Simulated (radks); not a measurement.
Results of a calculation; reference values are marked as such.
Question: All-electron atom: the phosphorus ion P7+ in [He] 2s2 2p4. Level of theory: Dirac Kohn-Sham, PBE, spin-unpolarised, spherical densities, point nucleus; open shells are shared between the two j in proportion to 2j + 1; speed of light set to 205.554 atomic units (1.5 times the physical value, a model run) (a radial shooting solver on a logarithmic mesh with Libxc functionals). Some entries of the table are withheld. Estimate them.

orbital     occ.  eigenvalue (Ry)  <r> (bohr)  <r^2> (bohr^2)
1s1/2          2              (1)      0.1036         0.01444
2s1/2          2              (2)      0.4897          0.2830
2p1/2    1.33333              (3)      0.4412             (4)
2p3/2    2.66667              (5)      0.4420             (6)

Answer: 
(1) 1s1/2 eigenvalue (Ry): -167.4966
(2) 2s1/2 eigenvalue (Ry): -24.70294
(3) 2p1/2 eigenvalue (Ry): -21.44778
(4) 2p1/2 <r^2> (bohr^2): 0.2396
(5) 2p3/2 eigenvalue (Ry): -21.41205
(6) 2p3/2 <r^2> (bohr^2): 0.2404
